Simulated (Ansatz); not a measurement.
The same path of a periodic cell of 63 atoms, Si (host Si, host structure diamond, one Si atom removed) was run twice with different band settings. Lost on the way: Si39–Si40, Si40–Si41, Si40–Si58. Made: Si22–Si40, Si40–Si46, Si40–Si47.

The calculation used Ansatz 0.2.0, DFT PBE, scalar-relativistic, plane waves, PAW. Settings: PAW set soft_1, cutoff 420 eV, k mesh 1x1x1, gaussian smearing 0.05 eV, no spin polarisation.

Relaxed end points:

```xyz
63
Lattice="10.8600 0.0000 0.0000 0.0000 10.8600 0.0000 0.0000 0.0000 10.8600" Properties=species:S:1:pos:R:3
Si 5.437 0.026 -0.024
Si 6.785 1.361 1.359
Si 8.122 2.709 -0.021
Si 9.495 4.073 1.353
Si 8.145 0.002 2.720
Si 9.495 1.356 4.085
Si 0.003 0.002 0.001
Si 1.369 1.355 1.352
Si 2.742 2.721 -0.021
Si 4.078 4.068 1.361
Si 5.426 5.402 -0.022
Si 6.791 6.776 1.350
Si 8.145 8.143 0.001
Si 9.506 9.501 1.363
Si 2.721 0.002 2.716
Si 4.078 1.360 4.077
Si 5.431 2.714 2.719
Si 6.786 4.069 4.077
Si 8.145 5.427 2.717
Si 9.506 6.789 4.075
Si 5.425 0.024 5.460
Si 6.731 1.414 6.848
Si 8.121 2.720 5.460
Si 9.503 4.068 6.795
Si 8.121 0.025 8.153
Si 9.502 1.360 9.503
Si -0.001 5.427 0.001
Si 1.358 6.788 1.362
Si 2.720 8.145 0.001
Si 4.074 9.511 1.351
Si 0.003 2.714 2.720
Si 1.370 4.074 4.087
Si 2.720 5.427 2.720
Si 4.074 6.777 4.085
Si 5.434 8.144 2.718
Si 6.791 9.512 4.086
Si 0.000 0.001 5.435
Si 1.359 1.360 6.794
Si 2.744 2.708 5.461
Si 4.134 4.011 6.852
Si 5.438 5.401 5.461
Si 6.786 6.785 6.795
Si 8.145 8.146 5.437
Si 9.496 9.511 6.790
Si 2.742 0.025 8.142
Si 4.127 1.414 9.450
Si 6.733 4.013 9.449
Si 8.122 5.404 8.144
Si 9.494 6.778 9.507
Si 0.002 8.144 2.718
Si 1.359 9.501 4.074
Si 0.003 5.427 5.437
Si 1.369 6.777 6.789
Si 2.720 8.142 5.436
Si 4.078 9.502 6.795
Si 0.001 2.714 8.148
Si 1.359 4.069 9.502
Si 2.744 5.402 8.155
Si 4.078 6.785 9.503
Si 5.431 8.143 8.148
Si 6.785 9.503 9.501
Si 0.003 8.144 8.150
Si 1.369 9.512 9.509
```

```xyz
63
Lattice="10.8600 0.0000 0.0000 0.0000 10.8600 0.0000 0.0000 0.0000 10.8600" Properties=species:S:1:pos:R:3
Si 5.431 0.011 -0.011
Si 6.784 1.361 1.354
Si 8.134 2.714 -0.011
Si 9.502 4.072 1.357
Si 8.146 -0.001 2.714
Si 9.506 1.361 4.076
Si -0.001 -0.001 0.001
Si 1.361 1.361 1.361
Si 2.718 2.718 -0.001
Si 4.072 4.072 1.357
Si 5.427 5.427 -0.001
Si 6.784 6.784 1.361
Si 8.146 8.146 0.001
Si 9.502 9.502 1.357
Si 2.714 0.011 2.726
Si 4.077 1.384 4.099
Si 5.427 2.718 2.716
Si 6.761 4.068 4.099
Si 8.134 5.431 2.726
Si 9.499 6.784 4.076
Si 5.427 0.001 5.433
Si 6.761 1.384 6.783
Si 8.144 2.718 5.433
Si 9.502 4.072 6.787
Si 8.134 0.011 8.146
Si 9.499 1.361 9.499
Si 0.011 5.431 -0.011
Si 1.361 6.784 1.354
Si 2.714 8.134 -0.011
Si 4.072 9.502 1.357
Si 0.011 2.714 2.726
Si 1.384 4.077 4.099
Si 2.718 5.427 2.716
Si 4.068 6.761 4.099
Si 5.431 8.134 2.726
Si 6.784 9.499 4.076
Si 0.011 0.011 5.429
Si 1.384 1.384 6.792
Si 2.781 2.781 5.496
Si 5.364 2.781 8.079
Si 5.364 5.364 5.496
Si 6.761 6.761 6.792
Si 8.134 8.134 5.429
Si 9.502 9.502 6.787
Si 2.718 0.001 8.142
Si 4.068 1.384 9.476
Si 6.761 4.077 9.476
Si 8.144 5.427 8.142
Si 9.506 6.784 9.499
Si -0.001 8.146 2.714
Si 1.361 9.506 4.076
Si 0.001 5.427 5.433
Si 1.384 6.761 6.783
Si 2.718 8.144 5.433
Si 4.072 9.502 6.787
Si 0.001 2.718 8.142
Si 1.384 4.068 9.476
Si 2.781 5.364 8.079
Si 4.077 6.761 9.476
Si 5.427 8.144 8.142
Si 6.784 9.506 9.499
Si 0.011 8.134 8.146
Si 1.361 9.499 9.499
```

Common settings: movable images 3; climbing image yes; spring 5.0 eV/Å²; optimiser quadratic models (default); end points relaxed.

| run | start path | force threshold | iteration limit |
| --- | --- | --- | --- |
| 1 | straight line | 0.03 eV/Å | 80 |
| 2 | default | 0.2 eV/Å | 50 |

(1) What does each run give, and how far can it be trusted?

## Answers

(1) Run 1: converged after 6 iterations, highest image 0.159 eV above the first end. By the program's own check the climbing image is a first-order saddle point (lowest curvatures found: -0.13 and 0.77 eV/Å²).
Run 2: converged after 4 iterations, highest image 0.161 eV above the first end. The threshold of 0.2 eV/Å is loose, so the images may lie well off the minimum-energy path. The order of the point at the top wasn't checked.
Limits of this set-up: coarse k mesh, no spin, though dangling bonds at a vacancy may carry it, a typed lattice constant that wasn't relaxed here.
